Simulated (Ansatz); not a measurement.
Reaction (substitution at a C–C bond): `C=C(F)C[SiH3]` + `C=N` → `C=NC(=C)F` + `C[SiH3]`

Isolated molecules relaxed with PBE0-D4/def2-TZVP in Ansatz; ΔE leaves out vibrations. CBS: MP2 limit from def2 TZ/QZ plus the TZ coupled-cluster correction, frozen cores. This one scheme is used for every species. Each species was taken in one conformer, which may not be the lowest.

```json
{"species": "`C=C(F)C[SiH3]`", "CCSD(T)/CBS(def2) energy (Eh)": "-507.21189"}
{"species": "`C=N`", "CCSD(T)/CBS(def2) energy (Eh)": "-94.52360"}
{"species": "`C=NC(=C)F`", "CCSD(T)/CBS(def2) energy (Eh)": "-271.00035"}
{"species": "`C[SiH3]`", "CCSD(T)/CBS(def2) energy (Eh)": "-330.73916"}
```

Work out ΔE.

ΔE = (-271.00035) + (-330.73916) − (-507.21189) − (-94.52360) = -0.00402 Eh = -10.6 kJ/mol.

Largest T1 diagnostic among the species: 0.013.

The D4 term adds +3.4 kJ/mol with B3LYP and +2.1 kJ/mol with PBE0; it sums over pairs of atoms, weighted by their polarisabilities, and B3LYP, whose exchange is more repulsive, gets the larger term. From PBE to PBE0 (25 % exact exchange), in def2-TZVPP and without D4, ΔE moves by +3.9 kJ/mol.

B3LYP here is the variant with VWN-RPA as its local correlation; programs differ in this.
